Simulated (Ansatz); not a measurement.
This geometry of BClF$_{2}$H$_{2}$O (7 atoms, charge 0, multiplicity 1) is a first-order saddle point.

These are results of RKS B3LYP/def2-SVP (Ansatz 0.2.0), not measurements.

```xyz
7
Properties=species:S:1:pos:R:3
B -0.254 -0.531 0.278
Cl 1.896 -0.194 -0.233
F -0.788 -1.306 -0.662
F -0.284 -0.902 1.545
H 0.786 0.908 -0.205
O -0.418 0.928 0.040
H -0.938 1.098 -0.763
```

Task: Which two structures does it join? (They come from a converged band through this point; their orientation in space is the band's.)

Result: Bonds broken: B1–Cl2, H5–O6. Bonds formed: Cl2–H5. BClF2H2O becomes BF2HO + ClH.

First end point:

```xyz
7
Properties=species:S:1:pos:R:3
B 0.044 -0.671 0.254
Cl 1.843 -0.662 -0.127
F -0.742 -1.250 -0.682
F -0.277 -0.899 1.533
H 0.468 1.433 -0.266
O -0.358 1.001 0.017
H -0.978 1.047 -0.730
```

Last end point:

```xyz
7
Properties=species:S:1:pos:R:3
B -0.960 -0.739 0.325
Cl 2.858 1.366 -0.219
F -2.185 -1.035 -0.085
F -0.429 -1.425 1.315
H 1.663 0.870 -0.115
O -0.243 0.254 -0.252
H -0.704 0.708 -0.970
```

Task: How far does it lie above each of them?

Result: 63.6 kJ/mol above the first and 92.5 kJ/mol above the second. This is the barrier of this one path; another mechanism may lie lower. The orbitals stay closed-shell, which can raise the energy where a bond breaks towards radicals; this wasn't checked here.

The run took 3.6 min on 2 threads of Arm Neoverse V1, with other jobs on the host, peak memory 0.16 GiB.
